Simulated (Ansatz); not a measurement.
A nudged elastic band was laid between two geometries of C2H6BF2N (12 atoms, charge 0, multiplicity 1).

All numbers below come from RKS B3LYP-D4/def2-SVP (Ansatz).

| Property | Result |
| --- | --- |
| movable images | 7 |
| climbing image | yes |
| spring | 5.0 eV/Å² |
| optimiser | quadratic models (default) |
| start path | through a guess of the saddle point |
| force threshold | 0.05 eV/Å |
| iteration limit | 60 |
| end points | relaxed |

Initial state:

```xyz
12
Properties=species:S:1:pos:R:3
B 0.092 0.923 1.251
N 0.010 0.094 0.127
C -0.018 0.618 -1.225
C -0.055 -1.352 0.232
H -0.032 -1.658 1.285
F 0.116 0.420 2.488
F 0.150 2.253 1.132
H -0.946 0.324 -1.749
H 0.037 1.714 -1.209
H 0.833 0.236 -1.820
H 0.797 -1.829 -0.288
H -0.983 -1.744 -0.225
```

Final state:

```xyz
12
Properties=species:S:1:pos:R:3
B 0.298 0.408 1.415
N -0.081 -0.240 -0.083
C 0.043 0.674 -1.208
C -0.449 -1.447 -0.214
H 0.124 -0.511 2.207
F 1.608 0.818 1.263
F -0.578 1.468 1.536
H -0.217 0.192 -2.162
H -0.611 1.536 -1.014
H 1.078 1.044 -1.227
H -0.518 -2.071 0.683
H -0.697 -1.870 -1.197
```

Which bonds break or form, and what moves?

Bonds broken: C4–H5. Bonds formed: B1–H5.

What energy profile does the band end with?

It converged. The highest image is number 4 of 0 to 8, 3.22 eV above the first end and 1.69 eV above the last; the last end lies 1.52 eV above the first. Neighbouring images differ by up to 2.1 eV, so the band resolves the path poorly. A vibrational analysis at the climbing image gives one clearly imaginary mode, 681i cm⁻¹: a first-order saddle point. The orbitals stay closed-shell, which can raise the energy where a bond breaks towards radicals; this wasn't checked here.

```tsv
image	path coordinate (Å)	energy (eV)	C4–H5 (Å)	B1–H5 (Å)
0	0.00	0.00	1.10	2.58
1	0.83	0.06	1.10	2.60
2	1.66	0.42	1.10	2.45
3	2.50	1.10	1.13	2.07
4	3.33	3.22	1.75	1.33
5	4.20	2.28	2.34	1.22
6	5.07	1.68	2.63	1.22
7	5.95	1.57	2.65	1.22
8	6.82	1.52	2.66	1.22
```

What is the geometry of the highest image?


```xyz
12
Properties=species:S:1:pos:R:3:forces:R:3
B 0.122 0.342 1.280 0.00 0.00 0.03
N 0.571 -0.081 -0.236 0.01 0.02 0.00
C 0.047 0.686 -1.358 -0.01 0.00 0.00
C 0.000 -1.228 0.092 0.00 -0.01 -0.01
H -0.715 -0.644 1.580 0.01 0.01 0.00
F 1.164 0.332 2.153 -0.02 0.00 -0.01
F -0.628 1.481 1.190 0.01 -0.01 0.00
H -0.904 0.274 -1.746 0.00 0.00 0.00
H -0.122 1.724 -1.044 0.00 0.00 0.00
H 0.784 0.686 -2.176 0.00 0.00 0.00
H 0.541 -1.933 0.733 0.00 0.00 0.00
H -0.861 -1.640 -0.466 0.00 0.00 0.00
```

Run time: 4.3 min on 2 threads of Intel(R) Xeon(R) 6975P-C (Granite Rapids), with other jobs on the host, peak memory 0.28 GiB.
